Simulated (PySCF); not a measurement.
BrCdHS. Atoms are numbered in the order given.

```xyz
4

Cd     0.0114    -0.4469     0.0000
Br    -0.0085     1.9640     0.0000
S      0.0641    -2.7757     0.0000
H     -1.2764    -2.8781     0.0000
```

Geometry: PBE0-D3(BJ)/def2-TZVP. The def2 effective core potentials stand for the cores of Cd; spin–orbit coupling is left out. The values are those of a single conformer.

Method: TDA-PBE0/def2-SVPD (PySCF 2.14.0).

Vertical excitations. The molecule is in vacuum. State labels are in the subgroup Cs.

Question: List the lowest excited states. (An estimate is asked for; the answer gives what the named calculation found.)

Answer: 
```
state  symmetry  energy (eV)  λ (nm)      f                            main pairs
-----  --------  -----------  ------  -----  ------------------------------------
S1           A"         4.33     286  0.011                        HOMO→LUMO 99 %
S2           A'         5.14     241  0.017                      HOMO−1→LUMO 99 %
S3           A"         5.20     239  0.028                      HOMO−2→LUMO 99 %
S4           A"         5.46     227  0.000                      HOMO→LUMO+1 99 %
S5           A'         5.81     213  0.030    HOMO→LUMO+2 65 %, HOMO−3→LUMO 34 %
S6           A"         6.32     196  0.001                    HOMO−2→LUMO+1 96 %
S7           A'         6.33     196  0.020                    HOMO−1→LUMO+1 79 %
S8           A"         6.42     193  0.022                      HOMO→LUMO+3 92 %
S9           A"         6.61     187  0.000                    HOMO−1→LUMO+2 99 %
S10          A'         6.71     185  0.039  HOMO−2→LUMO+2 72 %, HOMO−4→LUMO 21 %
T1           A"         3.95     314      0                        HOMO→LUMO 98 %
T2           A'         4.79     259      0                      HOMO−1→LUMO 98 %
T3           A"         4.83     257      0                      HOMO−2→LUMO 98 %
T4           A'         5.04     246      0                      HOMO−3→LUMO 94 %
```
Triplets are in the Tamm–Dancoff approximation.
